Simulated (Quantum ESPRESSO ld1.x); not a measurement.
Results of a calculation; reference values are marked as such.
Coherent X-ray form factor from a spherical all-electron density. Level of theory: scalar-relativistic Kohn-Sham, exchange-only PBE, spin-unpolarised, spherical densities, point nucleus (ld1.x of Quantum ESPRESSO 7.5).

sin(theta)/lambda (1/angstrom)  f0 (electrons)
0.05                                    60.423
0.1                                     58.777
0.15                                    56.293
0.2                                     53.280
0.25                                    50.040
0.3                                     46.817
0.4                                     40.964
0.5                                     36.130
0.6                                     32.144
0.8                                     25.887
1                                       21.399
1.25                                    17.767
1.5                                     15.428
2                                       11.855

The species is in the configuration that NIST lists as its ground one. Which atom or ion scatters so?

Answer. The terbium ion Tb4+, [Xe] 4f7. Extrapolating in s^2 from the first two rows gives f0(0) = 61.0, near the electron count 61; among species with that count, the fall with angle is slower the higher Z, and the table is that of Z = 65; from so few rows the species is fixed only to a neighbour or two.
